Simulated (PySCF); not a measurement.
**C₆ coefficients of unlike pairs at UHF**

Calculated with PySCF 2.14 from the dipole response of each species, C₆(A,B) = (3/π) ∫ α_A(iu) α_B(iu) du, in atomic units, from isotropic polarisabilities. For ions this is the dispersion term alone; charge-induced terms of lower order in 1/R come first.

```
species           configuration                                                                           basis      relativity  α (bohr³)  C₆ (like pair)
   Co²⁺           [Ar] 3d7 (4F)                                                     aug-cc-pwCVTZ (10s9p7d4f3g)            none      2.827           7.947
   Al³⁺               [Ne] (1S)                                                        aug-cc-pwCVTZ (8s7p5d3f)            none     0.2623          0.2416
     I⁺  [Kr] 4d10 5s2 5p4 (3P)                                         aug-cc-pVTZ-PP with ECP28MDF (6s5p4d2f)  core potential      20.13           170.1
   Sc²⁺           [Ar] 3d1 (2D)  x2c-TZVPPall with one added diffuse shell each of s, p, d, f type (7s6p5d3f1g)   spin-free X2C      4.486           13.27
```

(1) Estimate C₆ for I⁺ with Al³⁺.

No spin-orbit coupling is included.

The other pairs:

```csv
pair,C₆
"Al³⁺, Co²⁺",1.242
"Sc²⁺, Al³⁺",1.450
"Sc²⁺, Co²⁺",10.12
"I⁺, Co²⁺",33.23
"Sc²⁺, I⁺",45.49
```

Answers

(1) The integral gives 4.173. The combination rule 2 C_A C_B / (C_A α_B/α_A + C_B α_A/α_B) gives 3.960 and the geometric mean 6.411.
